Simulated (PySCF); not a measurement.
Method: B3LYP in PySCF with Sr def2-SVPD with ECP28, Cl def2-SVPD; scalar-relativistic core potentials, no spin–orbit coupling; density-fitted integrals. Open shells, if any, are unrestricted.

Question: What shape and geometry does isolated singlet SrCl₃⁻ take (every ligand bound to Sr)?

Answer: Counting electrons, strontium keeps none of its valence electrons outside its bonds, so the VSEPR class is AX3 and the expected shape is trigonal planar (D3h), as computed. The lowest minimum found is a singlet of D3h symmetry with Sr–Cl 2.741 Å (×3); Cl–Sr–Cl 120.0° (×3). Its harmonic wavenumbers are 64 (a2''), 66 (e'), 221 (a1'), 258 (e') cm⁻¹ and its dipole moment is 0.00 D about the centre of mass.

This need not be the most stable arrangement of these atoms. The lowest empty level of this anion is unbound, so it and the gap depend on the basis.
